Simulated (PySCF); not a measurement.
C₃H₄ClFSi, SMILES FC=C=C([SiH3])Cl. Coordinates come from a PBE-D3(BJ)/def2-SVP optimisation. This is a generated structure with no PubChem entry under its InChIKey; it may be hypothetical.

Computed equilibrium geometry at PBE-D3(BJ)/def2-SVP (PySCF confirms it by a frequency run) as bond lengths and angles:
Atoms: F1 C2 C3 C4 Si5 Cl6 H7 H8 H9 H10. Bond lengths (Å): F1–C2 1.346, C2–C3 1.321, C2–H7 1.105, C3–C4 1.317, C4–Si5 1.896, C4–Cl6 1.775, Si5–H8 1.502, Si5–H9 1.501, Si5–H10 1.502. Bond angles (°): F1–C2–C3 123.5, F1–C2–H7 112.8, C3–C2–H7 123.7, C2–C3–C4 176.3, C3–C4–Si5 125.1, C3–C4–Cl6 121.5, Si5–C4–Cl6 113.4, C4–Si5–H8 108.8, C4–Si5–H9 108.9, C4–Si5–H10 108.7, H8–Si5–H9 110.6, H8–Si5–H10 109.3, H9–Si5–H10 110.5.
